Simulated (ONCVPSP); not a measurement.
Before and after: ONCV potential for Mg

Mg (Z = 12), optimised norm-conserving Vanderbilt (ONCV), made with ONCVPSP 4.0.1 (LDA (Perdew-Wang 92), scalar-relativistic). Core [He], reference 2s2 2p6 3s2. Waves: 2s+3s: rc 1.00 bohr, ncon 4, nbas 9, qcut 13.4 1/bohr, 2 projectors; 2p: rc 1.05 bohr, ncon 4, nbas 7, qcut 13.6 1/bohr, 1 projector. Local part: polynomial inside 0.65 bohr (lpopt 3, dvloc0 0 Ha). Core correction: none.

All-electron outer shells of the reference configuration (LDA (PZ), scalar-relativistic, ld1.x):

| shell | level (eV) | outermost node (bohr) | outermost maximum (bohr) |
| --- | --- | --- | --- |
| 1s | -1253.43 | – | 0.09 |
| 2s | -79.28 | 0.18 | 0.55 |
| 2p | -46.72 | – | 0.48 |
| 3s | -4.79 | 0.90 | 2.53 |

Change: p: rc 0.9.

Cutoffs: the cutoffs (Ha) at which the residual kinetic energy of the hardest occupied pseudo-wave falls to 1 and 0.1 mHa per electron; they do not see the model core or the augmentation charge, which bear on the density cutoff. Errors are all-electron minus pseudo energies relative to the spin-unpolarised reference configuration.

Question: Predict the effect on cutoff, ghosts and configuration errors.

Answer: The potential gets harder (70 Ha and 80 Ha → 80 Ha and 93 Ha); of the 4 tests that both files solve, the error grows in 0 and shrinks in 2 by more than 15 % and 0.3 meV (median size 0.5 → 0.3 meV); neither file shows a bound ghost. A smaller radius makes the pseudo-wave follow the all-electron one further in, where it bends more sharply, so more plane waves are needed.

```csv
quantity,base,changed
"cutoff, loose",70 Ha,80 Ha
"cutoff, tight",80 Ha,93 Ha
loose cutoff by channel,"s 50 Ha, p 70 Ha","s 50 Ha, p 80 Ha"
bound ghosts,none,none
GHOST(+) flags under 300 eV,none,none
"error for 2s2 2p6 3s1, meV [ΔE 8.07 eV]",-0.1,-0.1
"error for 2s2 2p6 3s0, meV [ΔE 23.11 eV]",-0.9,-0.6
"error for 2s2 2p6 3s1.5, meV [ΔE 3.19 eV]",0.0,0.0
"error for 2s2 2p6 3s0 3p2, meV [ΔE 7.27 eV]",-45,-27
s: phases at 1.02 bohr within 0.05 rad from the reference energy up to (Ha; the scan ends near 5),to the end of the scan,to the end of the scan
```
